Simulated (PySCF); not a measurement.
# Working out the ionisation energy of Sb

Sb [Kr] 4d10 5s2 5p3 (4S) → Sb⁺ [Kr] 4d10 5s2 5p2 (3P). All numbers are calculated (PySCF 2.14, a scalar-relativistic core potential, in def2-TZVPPD with the def2 core potential (28 electrons) (7s5p4d2f, 56 functions)). Frozen: nothing. Energies in hartree (1 hartree = 27.21139 eV):

```tsv
part	Sb (lower)	Sb⁺ (upper)
UHF	-239.277337	-238.961988
MP2 opposite-spin	-0.219792	-0.211837
MP2 same-spin	-0.126571	-0.115012
```

Problem. What does Hartree-Fock give?

Solution. (-238.961988) − (-239.277337) = 0.315349 hartree = 8.581 eV.

Problem. What do MP2 and SCS-MP2 (6/5 opposite-spin, 1/3 same-spin) give?

Solution. The opposite-spin parts differ by 0.216 eV and the same-spin parts by 0.315 eV. MP2: 8.581 + (0.216) + (0.315) = 9.112 eV. SCS-MP2: 8.581 + 1.2 × (0.216) + (0.315)/3 = 8.945 eV.

Measured between the centres of the two terms (NIST): 9.124 eV, so MP2 (valence and next inner shell) is off by -0.012 eV.

What remains against the reference includes basis incompleteness and correlation beyond second order.
